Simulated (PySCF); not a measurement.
Species: H10O3SSi4.
SMILES: `[SiH3]O[SiH](O[SiH3])O[SiH2]S`

The closed-shell ground state was solved at several levels (PySCF, density fitting, gas phase, non-relativistic). One conformer (not necessarily the lowest) at the PBE0-D3(BJ)/def2-SVP geometry, without solvent, vibrations or thermal averaging.

```json
{"level": "PBE0/pcSseg-1", "basis functions": "221", "HOMO (eV)": "-7.91", "LUMO (eV)": "-0.16", "gap (eV)": "7.75", "dipole (D)": "0.70"}
{"level": "HF/pcSseg-1", "basis functions": "221", "HOMO (eV)": "-10.80", "LUMO (eV)": "3.05", "gap (eV)": "13.85", "dipole (D)": "0.69"}
```

Problem. Estimate the row for CAM-B3LYP/def2-SVPD, a basis of 272 functions; the other rows only guide the guess.

Solution. HOMO -9.18 eV, LUMO 0.55 eV, gap 9.73 eV, dipole 0.56 D.

Problem. Over all these levels, which gives the widest orbital gap and which the narrowest?

Solution. HF/pcSseg-1 (Hartree–Fock, all exact exchange) has the widest, 13.85 eV, and PBE0/pcSseg-1 (global hybrid, 25 % exact exchange) the narrowest, 7.75 eV. The two share the basis. From the narrowest to the widest the HOMO moves by -2.89 eV and the LUMO by +3.21 eV. The HOMO need not be the same orbital at Hartree–Fock and at DFT levels.

Problem. How far do the dipole and the HOMO energy spread over the levels?

Solution. The dipole runs from 0.56 to 0.70 D (mean 0.65 D) and the HOMO from -10.80 to -7.91 eV.
